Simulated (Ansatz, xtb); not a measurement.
## Relative energy of two isomers of C4H4BClF2

Structure I is `C=C/C(Cl)=C\B(F)F`, a singlet and structure II is `C=C/C=C(\Cl)B(F)F`, a singlet. Both are isolated molecules in the gas phase, relaxed with B3LYP/def2-SVP; the shapes shown needn't be the lowest conformers.

I (Å):

```yaml
atoms:
  - { symbol: C, position_ang: [-1.6832, -3.8446, 0.2658] }
  - { symbol: C, position_ang: [-1.2855, -2.6039, -0.0562] }
  - { symbol: C, position_ang: [-0.0036, -2.2399, -0.6604] }
  - { symbol: C, position_ang: [0.3963, -0.9835, -0.9855] }
  - { symbol: B, position_ang: [-0.3929, 0.3289, -0.7969] }
  - { symbol: Cl, position_ang: [1.1022, -3.5666, -0.9855] }
  - { symbol: F, position_ang: [0.1492, 1.4793, -1.1729] }
  - { symbol: F, position_ang: [-1.6131, 0.4059, -0.2712] }
  - { symbol: H, position_ang: [-2.6649, -4.0119, 0.7151] }
  - { symbol: H, position_ang: [-1.0485, -4.7162, 0.0922] }
  - { symbol: H, position_ang: [-1.9486, -1.7575, 0.1328] }
  - { symbol: H, position_ang: [1.3906, -0.8890, -1.4319] }
```

II (Å):

```xyz
12

C    -1.9745   -2.5317   -2.3448
C    -1.1326   -2.3717   -1.3072
C    -0.4929   -1.1088   -0.9956
C     0.3662   -0.8456    0.0212
B     0.9782    0.5646    0.2349
Cl    0.8399   -2.0933    1.1634
F     1.8140    0.8355    1.2182
F     0.6654    1.5559   -0.5896
H    -2.2212   -1.7019   -3.0149
H    -2.4423   -3.4966   -2.5553
H    -0.9028   -3.2175   -0.6526
H    -0.7234   -0.2615   -1.6517
```

Quicker runs give these differences E(II) − E(I): GFN2-xTB +2.62 kcal/mol; HF/STO-3G −2.42 kcal/mol (at GFN2-xTB geometries); r2SCAN-D4/def2-SVP +0.23 kcal/mol (at GFN2-xTB geometries).

**Question.** Which of the two would you expect CCSD(T)/def2-SVP + ΔMP2/def2-TZVPP electronic energies to favour?

**Answer.** Too close to call at this level: CCSD(T)/def2-SVP + ΔMP2/def2-TZVPP gives E(II) − E(I) = +0.13 kcal/mol.

How the difference moves with the method:

```csv
level,geometry,E(II) − E(I) (kcal/mol),departure from the last row (kcal/mol),"job, with rough time for the two"
GFN2-xTB,GFN2-xTB,+2.62,+2.49,"optimisation, 0.16 s"
HF/STO-3G,GFN2-xTB,−2.42,−2.56,"single point, 0.32 s"
r2SCAN-D4/def2-SVP,GFN2-xTB,+0.23,+0.10,"single point, 3.3 s"
B3LYP/def2-SVP,B3LYP/def2-SVP,−0.15,−0.28,"optimisation, 27 s"
HF/def2-SVP,B3LYP/def2-SVP,−1.40,−1.54,part of the CCSD(T) run
MP2/def2-SVP,B3LYP/def2-SVP,+0.45,+0.32,part of the CCSD(T) run
CCSD(T)/def2-SVP,B3LYP/def2-SVP,−0.15,−0.29,single point
CCSD(T)/def2-SVP + ΔMP2/def2-TZVPP,B3LYP/def2-SVP,+0.13,,"single point, 65 s"
```

As drawn, both hold the same kinds of bond in the same numbers.

The largest departure from CCSD(T)/def2-SVP + ΔMP2/def2-TZVPP is that of HF/STO-3G, 2.56 kcal/mol. The last row adds to CCSD(T) the change of the MP2 difference between the two basis sets, here +0.29 kcal/mol.

With thermal terms from frequencies at re-optimised GFN2-xTB minima (ideal gas, soft modes damped towards free rotors, one conformer each, 298.15 K, 1 atm): the zero-point term adds −0.12 kcal/mol; ΔH is +0.09 and ΔG −0.09 kcal/mol.

The correlated steps freeze 12 core orbitals. Programs: Ansatz 0.2.0, xtb 6.7.1; the last row on 4 threads of Arm Neoverse V2 on a shared host.
